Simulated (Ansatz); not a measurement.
Steps of a relaxation of C2H11BOSi, SMILES `C[BH-](C)[OH+][SiH3]` with RKS PBE-D4/def2-SVP.

```sh
$ ansatz run in.yaml --threads 4 --pin off --events-out ev --progress --plain --max-ram 11315MiB
```

```yaml
crystal:
  periodic: [false, false, false]
  atoms:
    - {symbol: C, position_ang: [1.108700, 1.091900, 0.446000]}
    - {symbol: B, position_ang: [0.403600, -0.254000, -0.069200]}
    - {symbol: C, position_ang: [1.241900, -0.811100, -1.319400]}
    - {symbol: O, position_ang: [-0.931300, -0.024300, -0.510500]}
    - {symbol: Si, position_ang: [-2.045100, 0.036000, 0.856000]}
    - {symbol: H, position_ang: [0.682600, 1.406800, 1.444500]}
    - {symbol: H, position_ang: [0.824300, 1.957100, -0.264600]}
    - {symbol: H, position_ang: [2.204000, 1.065100, 0.484200]}
    - {symbol: H, position_ang: [0.491800, -1.047100, 0.849900]}
    - {symbol: H, position_ang: [2.335400, -0.948200, -0.976600]}
    - {symbol: H, position_ang: [0.862900, -1.794000, -1.611400]}
    - {symbol: H, position_ang: [1.247300, -0.092500, -2.139200]}
    - {symbol: H, position_ang: [-1.336700, -0.843300, -0.976500]}
    - {symbol: H, position_ang: [-1.866000, -1.111300, 1.765000]}
    - {symbol: H, position_ang: [-1.807000, 1.269800, 1.627300]}
    - {symbol: H, position_ang: [-3.439300, 0.076600, 0.438800]}
basis:
  gaussian: {orbitals: def2-SVP}
hamiltonian: {xc: pbe, dispersion: d4}
relax: {f_tol: 0.03, max_steps: 200}
```

Positions (Å) and forces (eV/Å) along the path, 9 of 19 steps:

```xyz
16
step=1 energy=-12837.0576 eV
C     1.109    1.092    0.446   -1.935    1.939   -0.131
B     0.404   -0.254   -0.069    5.567   -0.614    0.661
C     1.242   -0.811   -1.319    1.266   -0.279    1.136
O    -0.931   -0.024   -0.510   -5.498   -0.914   -1.358
Si   -2.045    0.036    0.856    0.218    0.645    1.554
H     0.683    1.407    1.444    0.590    0.054   -0.298
H     0.824    1.957   -0.265    0.440   -0.627    0.592
H     2.204    1.065    0.484    0.265   -0.211    0.157
H     0.492   -1.047    0.850   -0.605   -0.650    0.478
H     2.335   -0.948   -0.977   -1.194    0.015   -0.484
H     0.863   -1.794   -1.611   -0.052   -0.612   -0.635
H     1.247   -0.092   -2.139   -0.007    0.250   -0.745
H    -1.337   -0.843   -0.977    1.204    1.185   -0.001
H    -1.866   -1.111    1.765    0.166   -0.470   -0.052
H    -1.807    1.270    1.627    0.254    0.345   -0.040
H    -3.439    0.077    0.439   -0.679   -0.053   -0.834
16
step=2 energy=-12837.8768 eV
C     1.034    1.180    0.483   -0.424    0.435   -0.387
B     0.482   -0.262   -0.053    2.706   -0.250    0.520
C     1.245   -0.871   -1.353    0.494    0.174    0.573
O    -0.950   -0.047   -0.450   -3.232   -0.619   -0.820
Si   -2.035    0.052    0.948   -0.049    0.127    0.143
H     0.631    1.523    1.469    0.155   -0.142   -0.149
H     0.817    2.023   -0.240    0.136   -0.399    0.243
H     2.133    1.140    0.585    0.173   -0.028    0.092
H     0.472   -1.099    0.868   -0.088   -0.106    0.149
H     2.315   -1.075   -1.073   -0.388    0.043   -0.142
H     0.840   -1.841   -1.710   -0.096   -0.056   -0.098
H     1.274   -0.151   -2.192   -0.014    0.049   -0.273
H    -1.298   -0.818   -0.992    0.631    0.774    0.188
H    -1.849   -1.184    1.765   -0.016    0.036    0.036
H    -1.730    1.327    1.655    0.004   -0.059   -0.015
H    -3.405    0.080    0.335    0.010    0.022   -0.059
16
step=6 energy=-12838.2568 eV
C     1.145    1.265    0.403    0.012    0.014    0.016
B     0.651   -0.202    0.012   -0.189   -0.170    0.207
C     1.246   -0.865   -1.321    0.001   -0.023   -0.006
O    -1.082   -0.028   -0.389    0.111    0.062   -0.157
Si   -2.150   -0.084    0.973   -0.001    0.026   -0.010
H     0.596    1.731    1.249    0.006    0.002   -0.031
H     1.132    1.975   -0.453    0.012   -0.002    0.024
H     2.201    1.180    0.742    0.014    0.039   -0.020
H     0.509   -0.990    0.970    0.143    0.083   -0.052
H     2.301   -1.160   -1.131    0.004    0.016   -0.004
H     0.738   -1.804   -1.640   -0.005    0.012   -0.001
H     1.265   -0.166   -2.187   -0.003   -0.023   -0.003
H    -1.224   -0.671   -1.112   -0.080    0.040    0.065
H    -2.062   -1.390    1.699    0.021   -0.020   -0.013
H    -1.764    1.081    1.821    0.027   -0.048    0.000
H    -3.525    0.103    0.408   -0.073   -0.010   -0.016
16
step=11 energy=-12838.3160 eV
C     1.229    1.393    0.286    0.021   -0.051   -0.004
B     0.558   -0.042    0.051    0.014    0.005   -0.042
C     1.120   -0.977   -1.133    0.005    0.047    0.052
O    -1.068    0.300   -0.398   -0.190   -0.138   -0.128
Si   -2.041   -0.301    0.928    0.091   -0.038   -0.030
H     0.698    2.018    1.036    0.011   -0.028   -0.021
H     1.309    1.987   -0.652    0.000   -0.016    0.014
H     2.265    1.256    0.666    0.010    0.020    0.008
H     0.312   -0.671    1.108    0.033    0.027   -0.029
H     2.160   -1.286   -0.893   -0.006   -0.004   -0.008
H     0.550   -1.921   -1.289    0.001    0.026    0.010
H     1.180   -0.442   -2.110   -0.006   -0.019    0.029
H    -1.260   -0.065   -1.290    0.039    0.110    0.219
H    -1.899   -1.783    1.107    0.001    0.066   -0.012
H    -1.684    0.508    2.130   -0.015   -0.012   -0.040
H    -3.452    0.005    0.497   -0.008    0.006   -0.020
16
step=13 energy=-12838.3242 eV
C     1.293    1.420    0.252   -0.043   -0.010   -0.001
B     0.549    0.015    0.067    0.012    0.011   -0.051
C     1.058   -0.990   -1.080   -0.024   -0.010    0.027
O    -1.075    0.388   -0.355   -0.147   -0.161   -0.088
Si   -2.025   -0.381    0.908    0.117    0.096   -0.164
H     0.786    2.092    0.978    0.018   -0.017   -0.020
H     1.398    1.978   -0.706    0.000   -0.010    0.012
H     2.323    1.255    0.637   -0.004   -0.007   -0.001
H     0.284   -0.564    1.147    0.034   -0.004    0.018
H     2.086   -1.337   -0.841   -0.012    0.002   -0.003
H     0.440   -1.911   -1.191    0.027    0.042    0.003
H     1.129   -0.501   -2.080   -0.008   -0.010    0.027
H    -1.270    0.139   -1.286    0.031    0.079    0.262
H    -1.782   -1.858    0.991    0.000    0.052    0.014
H    -1.776    0.384    2.167   -0.027   -0.050   -0.047
H    -3.441   -0.153    0.436    0.027   -0.002    0.013
16
step=14 energy=-12838.3280 eV
C     1.319    1.432    0.233   -0.024   -0.001    0.003
B     0.549    0.037    0.081    0.047    0.020   -0.026
C     1.027   -0.997   -1.053   -0.022   -0.018    0.009
O    -1.071    0.430   -0.325   -0.142   -0.193   -0.094
Si   -2.022   -0.416    0.888    0.083    0.118   -0.116
H     0.832    2.126    0.952    0.022   -0.025   -0.029
H     1.426    1.971   -0.736   -0.004   -0.011    0.016
H     2.349    1.253    0.611   -0.007    0.000   -0.003
H     0.299   -0.520    1.178   -0.024    0.015   -0.019
H     2.053   -1.357   -0.822   -0.019    0.007    0.001
H     0.392   -1.908   -1.141    0.032    0.046    0.002
H     1.094   -0.526   -2.062   -0.008   -0.010    0.019
H    -1.268    0.243   -1.270    0.041    0.057    0.287
H    -1.730   -1.883    0.939    0.002    0.031   -0.010
H    -1.837    0.311    2.179   -0.002   -0.028   -0.034
H    -3.435   -0.218    0.394    0.027   -0.009   -0.006
16
step=17 energy=-12838.3330 eV
C     1.353    1.444    0.203    0.003    0.003   -0.003
B     0.556    0.060    0.105    0.023   -0.008    0.032
C     0.997   -1.003   -1.015   -0.012    0.012   -0.008
O    -1.067    0.465   -0.266   -0.024   -0.026    0.025
Si   -2.032   -0.454    0.861    0.022    0.004    0.019
H     0.905    2.162    0.920   -0.002   -0.001    0.000
H     1.439    1.957   -0.781    0.002    0.003    0.001
H     2.392    1.253    0.549   -0.004    0.000   -0.002
H     0.312   -0.466    1.217    0.004    0.005   -0.008
H     2.025   -1.365   -0.800    0.003    0.001    0.003
H     0.355   -1.909   -1.070   -0.005   -0.006    0.000
H     1.042   -0.555   -2.035    0.003   -0.001   -0.001
H    -1.271    0.373   -1.217   -0.003    0.010   -0.040
H    -1.682   -1.908    0.860   -0.013    0.001   -0.009
H    -1.917    0.205    2.193   -0.004    0.006   -0.004
H    -3.429   -0.282    0.319    0.008   -0.002   -0.003
16
step=18 energy=-12838.3331 eV
C     1.352    1.444    0.203    0.006    0.009   -0.001
B     0.559    0.058    0.107    0.025    0.006   -0.018
C     0.999   -1.004   -1.016   -0.007    0.004   -0.011
O    -1.069    0.461   -0.267    0.017   -0.015    0.049
Si   -2.035   -0.453    0.862    0.008    0.007    0.005
H     0.903    2.162    0.922   -0.002   -0.007   -0.004
H     1.437    1.958   -0.780   -0.004   -0.004    0.003
H     2.392    1.256    0.548   -0.007   -0.005   -0.001
H     0.316   -0.468    1.218   -0.008   -0.003    0.010
H     2.028   -1.367   -0.804   -0.003    0.009    0.009
H     0.358   -1.911   -1.071   -0.004    0.005    0.003
H     1.043   -0.556   -2.036   -0.002    0.000    0.008
H    -1.270    0.376   -1.218   -0.014   -0.003   -0.041
H    -1.685   -1.907    0.863   -0.016    0.000   -0.008
H    -1.917    0.207    2.193   -0.004    0.004   -0.008
H    -3.433   -0.279    0.321    0.016   -0.008    0.004
16
step=19 energy=-12838.3333 eV
C     1.351    1.444    0.204    0.004    0.000   -0.001
B     0.561    0.057    0.106   -0.002    0.003   -0.013
C     1.001   -1.003   -1.018    0.003    0.002    0.001
O    -1.066    0.456   -0.267    0.008    0.002    0.005
Si   -2.034   -0.452    0.864   -0.015   -0.007    0.003
H     0.900    2.159    0.923   -0.001   -0.002    0.000
H     1.434    1.959   -0.779   -0.001   -0.001    0.000
H     2.392    1.258    0.548   -0.001   -0.001    0.000
H     0.316   -0.470    1.217    0.002   -0.007    0.011
H     2.030   -1.365   -0.805   -0.001    0.001    0.001
H     0.360   -1.910   -1.073   -0.001    0.003    0.002
H     1.045   -0.554   -2.037    0.000    0.000    0.003
H    -1.270    0.370   -1.218   -0.006    0.002   -0.017
H    -1.697   -1.909    0.864    0.008    0.000    0.004
H    -1.915    0.213    2.193    0.002   -0.001    0.000
H    -3.430   -0.277    0.322    0.002    0.006    0.000
```

Run time 33 s (4 threads of an Arm Neoverse V1 on a shared host); peak host memory 0.18 GiB.
